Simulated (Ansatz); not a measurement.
Z-matrix (Å, degrees):
```
W
F 1 1.905
O 1 1.845 2 157.5
C 1 3.030 2 139.2 3 0.8
O 1 1.903 2 82.9 3 -71.0
O 1 1.691 2 100.1 3 178.3
O 1 1.906 2 82.5 3 67.4
H 1 2.505 2 62.9 3 70.5
H 1 2.507 2 63.4 3 -74.3
H 4 1.094 1 95.6 2 54.1
H 4 1.091 1 133.2 2 177.8
H 4 1.094 1 97.4 2 -56.4
```

The species carries charge 0 and has multiplicity 1. W takes the def2 core potential.

Question: List the ωB97M-V/def2-TZVPP orbital energies in eV (Ansatz). (Best estimate.)

Answer: Computed: Occupied: -676.99, -527.37, -526.74, -526.62, -526.60, -283.40, -87.97, -51.08, -50.99, -50.81, -34.90, -31.75, -30.91, -30.45, -28.76, -22.49, -17.69, -17.42, -17.32, -16.38, -15.87, -15.31, -15.31, -14.90, -14.19, -13.98, -13.23, -13.12, -12.41, -12.12, -11.84, -11.71, -11.52. Lowest empty: -0.43, 1.01, 1.44, 1.92, 2.32, 3.09, 3.14, 3.50.
